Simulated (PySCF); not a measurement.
C4H4Cl2. Atoms are numbered in the order given.

```xyz
10

C     -0.4643    -3.2593     0.0000
C      0.1140    -2.0460     0.0000
C     -0.6355    -0.8033     0.0000
C     -0.1073     0.4358     0.0000
Cl     1.6005     0.7537     0.0000
Cl    -1.1006     1.8587     0.0000
H     -1.5525    -3.3748     0.0000
H      0.1343    -4.1729     0.0000
H      1.2046    -1.9632     0.0000
H     -1.7273    -0.8640     0.0000
```

Geometry optimised at B3LYP-D3(BJ)/def2-SVP. Other conformers were not sampled.

Level of theory: KT2/pcSseg-1 run with PySCF.

GIAO shieldings, no solvent; atoms listed in one row are averaged. δ = σ(ref) − σ: ¹³C against TMS (σ = 185.1 ppm); ³⁵Cl against HCl (σ = 945.4 ppm); ¹H against TMS (σ = 31.47 ppm), references at their B3LYP-D3(BJ)/def2-TZVP geometries, non-relativistic (without spin–orbit terms, shifts of atoms bonded to Cl or Br come out too high).

| nucleus | atoms | count | δ (ppm) |
|---|---|---|---|
| ¹³C | C4 | 1 | 139.1 |
| ¹³C | C2 | 1 | 131.8 |
| ¹³C | C3 | 1 | 129.9 |
| ¹³C | C1 | 1 | 118.4 |
| ³⁵Cl | Cl6 | 1 | 367.9 |
| ³⁵Cl | Cl5 | 1 | 335.9 |
| ¹H | H9 | 1 | 6.72 |
| ¹H | H10 | 1 | 6.35 |
| ¹H | H7, H8 | 2 | 5.57 |
